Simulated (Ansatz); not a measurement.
Reaction (SMILES): [OH][K] → [OH][K] as doublet, charge -1 (an electron is taken up)
Each molecule is optimised on its own at B3LYP-D3(BJ)/def2-TZVP (Ansatz, a quantum-chemistry and plane-wave program). A spin state is the lowest found, not a proven ground state.
Geometry of the first species:
SMILES: [K][OH]
```xyz
3

K      0.0000     0.0000    -0.7485
O      0.0000     0.0000     1.4737
H      0.0000     0.0000     2.4311
```

Property: adiabatic electron affinity (electronic energy difference), positive where the reaction releases energy, in eV. Correlated levels leave the core frozen unless marked. UHF or UKS for open shells. Spin-orbit coupling is left out. Frozen are the shells of the preceding noble gas and the d and f shells that filled before the atom's block. The outer core of K, Ca and their heavier congeners is not correlated, a term that matters for these elements. No relativistic terms. FCI takes restricted orbitals. Anions need diffuse functions: def2-D sets add few; the other sets have none. CBS marks a two-point X^-3 extrapolation of the correlation energy; Hartree-Fock from the larger set.

```
level                                        program  adiabatic electron affinity (eV)
------------------------------------  --------------  --------------------------------
PBE/def2-TZVPD                                Ansatz                              0.36
PBE-D4/def2-TZVPD                     Ansatz + dftd4                              0.37
B3LYP-D3(BJ)/def2-TZVPD               Ansatz + dftd3                              0.35
B3LYP-D4/def2-TZVPD                   Ansatz + dftd4                              0.36
PBE0/def2-SVP                                 Ansatz                              0.13
r2SCANh-D4/def2-TZVPD                 Ansatz + dftd4                              0.24
HSE06-D3(BJ)/def2-TZVPD               Ansatz + dftd3                              0.32
CCSD/STO-3G                                   Ansatz                             -4.66
CCSD/6-31G*                                   Ansatz                              0.05
CCSD/def2-QZVPPD                              Ansatz                              0.17
CCSD(T)/6-31G                                 Ansatz                             -0.04
CCSD(T)/def2-SVPD                             Ansatz                              0.25
FCI/STO-3G                                    Ansatz                             -4.73
CCSD(T)/CBS(def2-TZVPPD,def2-QZVPPD)          Ansatz                              0.18
```
